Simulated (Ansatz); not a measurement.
`[SeH][SnH3]` + H₂S → `[SH][SnH3]` + H₂Se at 500 K and 1 bar (ligand exchange at the Sn–Se bond).

Isolated molecules relaxed with PBE0-D4/def2-TZVP in Ansatz; ΔE leaves out vibrations. CBS: MP2 limit from def2 TZ/QZ plus the TZ coupled-cluster correction, frozen cores. This one scheme is used for every species. Elements past krypton have def2 core potentials. For Se, Sn outer-core shells are correlated without core-valence functions, which leaves a few kJ/mol of doubt a bond. Scalar relativity is left out up to krypton.

```csv
species,CCSD(T)/CBS energy (Eh),H − E (kJ/mol),S (J/(mol·K))
`[SeH][SnH3]`,-2617.13827,106.3,358.1
H₂S,-398.97279,57.0,224.0
`[SH][SnH3]`,-614.20548,108.5,344.0
H₂Se,-2401.89790,53.1,237.8
```

H − E and S are ideal-gas, rigid-rotor, harmonic terms from PBE0-D4/def2-TZVP. 1 Eh = 2625.50 kJ/mol, R = 8.31446 J/(mol·K).

By hand: ΔE, ΔH, ΔS and ΔG.

ΔE = (-614.20548) + (-2401.89790) − (-2617.13827) − (-398.97279) = 0.00768 Eh = 20.2 kJ/mol. Δ(H − E) = 108.5 + 53.1 − 106.3 − 57.0 = -1.7, so ΔH = 18.5 kJ/mol. ΔS = 344.0 + 237.8 − 358.1 − 224.0 = -0.3 J/(mol·K). ΔG = 18.5 − 500 × (-0.3)/1000 = 18.6 kJ/mol.

By hand: the equilibrium constant, and the temperature at which ΔG would vanish if ΔH and ΔS stayed fixed.

log₁₀ K = −ΔG/(RT ln 10) = -1.9. ΔH and −TΔS have one sign here, so there is no such temperature. One of them is within its doubt of zero, so this could turn.

The number of gas molecules stays the same, so ΔS is small and ΔH decides. A doubt of 5 kJ/mol in ΔE shifts log₁₀ K by 0.5 here. These are equilibria of isolated gas molecules and say nothing of rates. Largest T1 diagnostic: 0.012 (customary marks: 0.02 for closed shells, 0.045 for open ones).
